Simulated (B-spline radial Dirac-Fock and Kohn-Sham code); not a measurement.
**Relative photoemission cross sections at 6000 eV: 4s, 4p1/2, 4p3/2, Ga to Tm**

Method: a relativistic central-field model (Hartree-Slater potential of the initial state, Latter tail, multipole expansion of the photon field, Dirac-Fock thresholds). Computed with a radial B-spline solver. Cross sections are relative to C 1s, computed as 0.2011 kb at this energy; β is from the dipole term. Free atoms in their tabulated ground configurations, whose changes along a row show as steps; without correlation, outer binding energies come out low.

```
 Z  element   σ 4s  σ 4p1/2  σ 4p3/2  β 4p3/2  binding 4p3/2 (eV)
31       Ga  0.341   0.0120   0.0219     1.09                5.41
32       Ge  0.435   0.0364   0.0663     1.12                6.81
36       Kr  0.891    0.337    0.606     1.23               13.01
38       Sr   1.26    0.580     1.05     1.28               27.33
40       Zr   1.63    0.847     1.52     1.32               37.33
43       Tc   2.23     1.34     2.40     1.38               52.09
46       Pd   2.85     1.91     3.38     1.44               59.40
48       Cd   3.37     2.43     4.30     1.47               78.27
49       In   3.66     2.72     4.81     1.49               90.23
50       Sn   3.96     3.04     5.37     1.50               102.6
54       Xe   5.27     4.53     8.02     1.56               156.8
56       Ba   6.01     5.41     9.58     1.59               197.9
57       La   6.39     5.88     10.4     1.60               217.0
58       Ce   6.70     6.31     11.2     1.61               227.6
59       Pr   6.99     6.70     11.9     1.62               230.1
60       Nd   7.33     7.14     12.6     1.63               240.6
61       Pm   7.67     7.60     13.4     1.64               251.2
62       Sm   8.01     8.08     14.3     1.65               261.8
63       Eu   8.36     8.57     15.1     1.66               272.4
64       Gd   8.74     9.11     16.1     1.67               291.6
65       Tb   9.07     9.57     16.9     1.68               294.1
66       Dy   9.47     10.1     17.9     1.69               305.1
67       Ho   9.84     10.6     18.8     1.69               316.2
68       Er   10.2     11.2     19.8     1.70               327.5
69       Tm   10.6     11.7     20.8     1.71               338.9
```
